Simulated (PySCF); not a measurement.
Problem. Write Cartesian coordinates for `C1CS[C@H](F)C1=O` as optimised with GFN2-xTB.

Solution. 
```xyz
12
C4H5FOS angstrom
O      0.9406    2.1389    0.0154
C      0.5266    1.0182   -0.0186
C     -0.9240    0.6006   -0.0086
C     -1.0120   -0.9145    0.0251
S      0.4706   -1.5154   -0.8643
C      1.4553   -0.2092   -0.1146
F      1.8468   -0.5576    1.1583
H     -1.3743    0.9956   -0.9232
H     -1.4312    1.0690    0.8366
H     -0.9715   -1.3044    1.0422
H     -1.8884   -1.3065   -0.4831
H      2.3627   -0.0154   -0.6913
```

Any rigid rotation of these coordinates is as good. Atoms count from 1 in this order. The 3 C–C bonds span 1.509 Å (C2–C3, drawn single) to 1.542 Å (C2–C6, drawn single), a spread of 0.033 Å. The 5-membered ring C2–C3–C4–S5–C6 has internal angles of 90.1° to 111.0°; it is puckered, 0.21 Å rms from its mean plane, widest ring torsion 39°. The C–S distances run from 1.799 Å (S5–C6, drawn single) to 1.830 Å (C4–S5, drawn single), a spread of 0.031 Å.

Bonds between heavy atoms (Å): O1=C2 1.195, C2–C3 1.509, C3–C4 1.518, C4–S5 1.830, S5–C6 1.799, C6–F7 1.377, C2–C6 1.542.

Computed geometry: GFN2-xTB, gas phase.

Point group: C1 (no symmetry element, even within 0.4 Å). GFN2-xTB frequencies: not computed here. The numbers are those of one conformer (O1–C2–C3–C4 -176°, C2–C3–C4–S5 -31°, C3–C4–S5–C6 39°, C4–S5–C6–F7 82°).
